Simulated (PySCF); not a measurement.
GeTe, SMILES [Te]=[Ge] (connectivity only; charge and spin as stated), neutral, multiplicity 1.

Geometry optimised at r2SCAN-D4/def2-TZVP. The def2 effective core potentials stand for the cores of Te; spin–orbit coupling is left out.

Two levels are set side by side: PBE/def2-TZVPD (PySCF) and HF/def2-TZVPD (PySCF). Same geometry, gas phase. Differences are taken from unrounded values.

```
quantity                        HF
---------------------------  -----
orbital gap (eV)              8.93
highest occupied level (eV)  -8.88
lowest empty level (eV)       0.05
dipole moment (D)             1.95
mean polarisability (bohr³)   78.9
```

### Question
What does PBE give, and how far is it from HF? (An estimate is asked for; the answer gives what the named calculation found.)

### Answer

| quantity | PBE | PBE minus HF |
|---|---|---|
| orbital gap (eV) | 2.91 | -6.02 |
| highest occupied level (eV) | -6.20 | 2.68 |
| lowest empty level (eV) | -3.29 | -3.34 |
| dipole moment (D) | 1.03 | -0.93 |
| mean polarisability (bohr³) | 79.5 | 0.6 |

Without exact exchange PBE keeps part of each electron's self-repulsion, which lifts occupied levels and narrows the gap. Differences between two approximate levels are no errors against the true value.

Rough cost on one machine, each run with all the roots and properties that it gave: HF against PBE about 1/3.
